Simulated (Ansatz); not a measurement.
Born–Oppenheimer molecular dynamics of BH$_{6}$N$_{3}$ (10 atoms, charge 0, multiplicity 1). It starts at the highest image of a converged band. Of that band: The profile has 2 maxima (images 1, 5) with wells between them (image 3): this band takes more than one step, which may be the mechanism or a detour left from its start path. A vibrational analysis at the climbing image gives one clearly imaginary mode, 316i cm⁻¹: a first-order saddle point.

Level of theory: RKS LDA/def2-SVP in Ansatz.

* ensemble: NVE (velocity Verlet)
* time step: 0.5 fs
* steps asked: 200
* starting velocities drawn for: 100 K
* seed: 8746

Frames 5 fs apart, positions in Å, forces in eV/Å.

Velocities at 40.0 fs (Å/ps):

```
N 1.48 -0.21 -3.64
B 0.35 -0.67 2.83
N 0.26 0.26 0.89
N -0.89 -1.62 1.66
H -13.47 1.72 11.65
H -1.37 0.96 0.67
H 12.05 6.45 -5.05
H -17.82 1.13 -13.78
H -0.12 7.61 3.00
H 5.21 11.38 -11.65
```

```xyz
10
Properties=species:S:1:pos:R:3:forces:R:3 time_fs=40.0 energy_less_start_eV=0.010 T=91
N -1.064 0.453 -0.915 -0.06 -0.13 -0.05
B -0.070 -0.025 -0.029 0.56 0.65 -0.05
N 0.141 -1.464 0.062 -0.44 0.00 -0.12
N 0.767 0.906 0.679 0.11 -1.54 0.28
H -1.669 -0.216 -1.395 0.05 0.05 0.06
H -1.222 1.431 -1.166 0.03 -0.04 0.03
H 0.299 -1.833 0.992 0.10 -0.08 0.61
H 0.893 -1.820 -0.520 0.20 -0.13 -0.44
H 0.543 1.884 0.754 -0.01 0.72 0.20
H 1.475 0.537 1.345 -0.54 0.50 -0.51
10
Properties=species:S:1:pos:R:3:forces:R:3 time_fs=45.0 energy_less_start_eV=-0.033 T=132
N -1.056 0.451 -0.933 0.29 -0.16 0.35
B -0.064 -0.021 -0.018 -0.07 0.26 -0.71
N 0.139 -1.462 0.067 0.31 -0.42 0.37
N 0.757 0.896 0.686 -0.61 0.86 0.06
H -1.730 -0.203 -1.331 0.03 -0.03 0.01
H -1.226 1.431 -1.160 0.01 0.02 -0.01
H 0.377 -1.811 1.018 0.08 0.19 -0.66
H 0.818 -1.830 -0.629 -0.48 0.10 0.41
H 0.556 1.908 0.777 0.03 -0.55 -0.11
H 1.510 0.607 1.292 0.41 -0.28 0.27
10
Properties=species:S:1:pos:R:3:forces:R:3 time_fs=50.0 energy_less_start_eV=-0.078 T=176
N -1.044 0.446 -0.945 0.08 -0.01 0.20
B -0.059 -0.013 -0.021 -0.18 -0.53 -0.69
N 0.137 -1.464 0.075 -0.61 0.92 0.02
N 0.744 0.893 0.698 0.59 0.18 0.74
H -1.779 -0.191 -1.260 0.11 0.03 0.03
H -1.225 1.430 -1.154 0.03 -0.05 0.00
H 0.487 -1.772 0.972 0.43 -0.29 0.39
H 0.679 -1.843 -0.693 0.14 -0.37 -0.31
H 0.563 1.887 0.786 -0.24 0.32 -0.09
H 1.572 0.636 1.252 -0.35 -0.19 -0.29
10
Properties=species:S:1:pos:R:3:forces:R:3 time_fs=55.0 energy_less_start_eV=-0.155 T=250
N -1.031 0.441 -0.954 -0.24 0.05 -0.11
B -0.057 -0.014 -0.038 0.45 -0.28 0.15
N 0.131 -1.455 0.086 0.72 -0.20 0.14
N 0.734 0.895 0.719 -0.19 0.09 0.02
H -1.808 -0.178 -1.186 -0.01 -0.03 -0.07
H -1.217 1.423 -1.150 0.03 0.07 -0.02
H 0.662 -1.767 0.930 -0.32 0.23 -0.74
H 0.525 -1.909 -0.767 -0.45 0.19 0.60
H 0.529 1.897 0.776 0.07 -0.14 0.04
H 1.604 0.616 1.175 -0.07 0.03 -0.01
10
Properties=species:S:1:pos:R:3:forces:R:3 time_fs=60.0 energy_less_start_eV=-0.208 T=302
N -1.022 0.437 -0.965 -0.41 0.02 -0.22
B -0.045 -0.022 -0.053 0.41 0.24 0.54
N 0.133 -1.445 0.098 -0.01 0.42 -0.15
N 0.722 0.897 0.740 -0.58 -0.33 -0.48
H -1.832 -0.166 -1.128 0.03 0.08 -0.13
H -1.201 1.424 -1.148 0.01 -0.03 0.02
H 0.808 -1.738 0.793 0.31 -0.18 0.43
H 0.295 -1.964 -0.762 -0.19 -0.22 -0.28
H 0.504 1.898 0.772 0.24 -0.21 0.09
H 1.623 0.602 1.104 0.19 0.22 0.19
10
Properties=species:S:1:pos:R:3:forces:R:3 time_fs=65.0 energy_less_start_eV=-0.212 T=305
N -1.019 0.432 -0.979 0.01 -0.05 0.08
B -0.027 -0.024 -0.058 -0.43 0.32 0.08
N 0.139 -1.434 0.107 0.82 -0.67 -0.37
N 0.704 0.892 0.754 0.88 -0.75 0.00
H -1.854 -0.141 -1.101 -0.04 0.01 -0.15
H -1.184 1.425 -1.143 -0.04 0.05 0.03
H 0.960 -1.726 0.679 -0.69 -0.02 -0.42
H 0.016 -2.028 -0.745 0.15 0.46 0.84
H 0.519 1.885 0.786 -0.08 0.41 -0.05
H 1.661 0.641 1.062 -0.56 0.24 -0.04
10
Properties=species:S:1:pos:R:3:forces:R:3 time_fs=70.0 energy_less_start_eV=-0.165 T=260
N -1.016 0.428 -0.992 0.04 0.15 0.22
B -0.017 -0.021 -0.060 -0.88 -0.18 -0.14
N 0.154 -1.427 0.111 -0.22 0.61 -0.16
N 0.694 0.880 0.767 -0.02 1.32 -0.09
H -1.878 -0.111 -1.109 0.11 -0.02 -0.10
H -1.176 1.429 -1.129 -0.04 -0.04 0.08
H 1.021 -1.743 0.519 0.34 -0.49 0.30
H -0.240 -2.031 -0.602 0.14 -0.33 -0.21
H 0.528 1.903 0.786 -0.13 -0.65 -0.23
H 1.647 0.710 1.040 0.65 -0.36 0.33
10
Properties=species:S:1:pos:R:3:forces:R:3 time_fs=75.0 energy_less_start_eV=-0.094 T=191
N -1.013 0.426 -1.001 -0.05 0.36 0.24
B -0.024 -0.021 -0.064 -0.15 -0.21 0.31
N 0.170 -1.418 0.111 0.02 -0.98 -0.43
N 0.690 0.882 0.779 1.19 -0.35 -0.07
H -1.884 -0.089 -1.141 0.08 -0.16 -0.09
H -1.177 1.430 -1.098 -0.05 0.06 0.07
H 1.076 -1.836 0.391 -0.71 0.24 -0.01
H -0.431 -2.058 -0.446 0.71 0.33 0.27
H 0.500 1.868 0.740 -0.14 0.79 -0.14
H 1.681 0.722 1.064 -0.89 -0.07 -0.14
10
Properties=species:S:1:pos:R:3:forces:R:3 time_fs=80.0 energy_less_start_eV=-0.024 T=124
N -1.011 0.430 -1.006 -0.10 0.41 0.36
B -0.034 -0.025 -0.062 0.49 0.03 0.63
N 0.184 -1.419 0.105 -0.51 -0.17 -0.18
N 0.696 0.887 0.787 -1.68 1.02 -1.33
H -1.865 -0.101 -1.194 0.16 -0.09 -0.09
H -1.191 1.437 -1.052 -0.12 -0.04 0.04
H 1.045 -1.909 0.285 0.55 0.03 0.41
H -0.507 -2.056 -0.269 -0.24 -0.33 -0.42
H 0.464 1.896 0.665 0.56 -0.73 0.17
H 1.629 0.701 1.094 0.89 -0.13 0.42
10
Properties=species:S:1:pos:R:3:forces:R:3 time_fs=85.0 energy_less_start_eV=-0.046 T=146
N -1.010 0.441 -1.004 0.23 0.13 0.66
B -0.036 -0.029 -0.047 0.22 0.04 0.08
N 0.190 -1.430 0.094 -0.46 -1.00 -0.18
N 0.688 0.899 0.778 0.65 -1.09 -0.18
H -1.813 -0.134 -1.270 0.12 0.00 -0.08
H -1.234 1.439 -0.997 -0.19 -0.03 0.00
H 1.067 -1.940 0.258 -0.26 0.47 0.19
H -0.572 -2.080 -0.160 0.49 0.30 -0.11
H 0.526 1.875 0.612 0.19 0.95 -0.07
H 1.630 0.674 1.171 -1.00 0.25 -0.31
10
Properties=species:S:1:pos:R:3:forces:R:3 time_fs=90.0 energy_less_start_eV=-0.127 T=224
N -1.005 0.454 -0.992 0.20 -0.13 0.66
B -0.034 -0.033 -0.030 -0.41 -0.17 -0.65
N 0.189 -1.450 0.081 -0.06 0.83 0.03
N 0.681 0.906 0.761 -0.43 1.29 -0.62
H -1.729 -0.167 -1.365 0.16 0.07 -0.04
H -1.318 1.428 -0.940 -0.08 -0.13 0.03
H 1.077 -1.893 0.288 0.11 -0.06 0.24
H -0.578 -2.083 -0.093 -0.17 -0.42 -0.25
H 0.649 1.930 0.562 -0.02 -0.91 0.03
H 1.529 0.670 1.236 0.71 -0.37 0.56
10
Properties=species:S:1:pos:R:3:forces:R:3 time_fs=95.0 energy_less_start_eV=-0.188 T=282
N -0.998 0.464 -0.969 -0.28 -0.33 0.12
B -0.039 -0.039 -0.027 -0.32 -0.03 -0.54
N 0.185 -1.462 0.069 -0.09 0.54 0.09
N 0.675 0.922 0.740 1.24 -1.12 1.05
H -1.609 -0.186 -1.471 0.13 0.09 -0.02
H -1.421 1.391 -0.875 0.06 -0.06 0.08
H 1.086 -1.846 0.366 -0.28 -0.07 0.09
H -0.573 -2.139 -0.075 0.41 0.17 -0.04
H 0.771 1.894 0.498 -0.09 0.61 -0.37
H 1.464 0.622 1.354 -0.77 0.20 -0.45
```

Of the whole run (100 fs, mean temperature of the second half 236 K): The conserved energy stayed within 0.099 meV per atom of its start (net change 0.023 meV per atom), so the integration is sound. The system heated up, since it started high on the potential surface and ran downhill. A run of 0.1 ps of so small a system gives no equilibrium averages. The orbitals stay closed-shell, which can raise the energy where a bond breaks towards radicals; this wasn't checked here.

Time of the run: 2.5 min on 2 threads of Arm Neoverse V1, with other jobs on the host, peak memory 0.11 GiB.
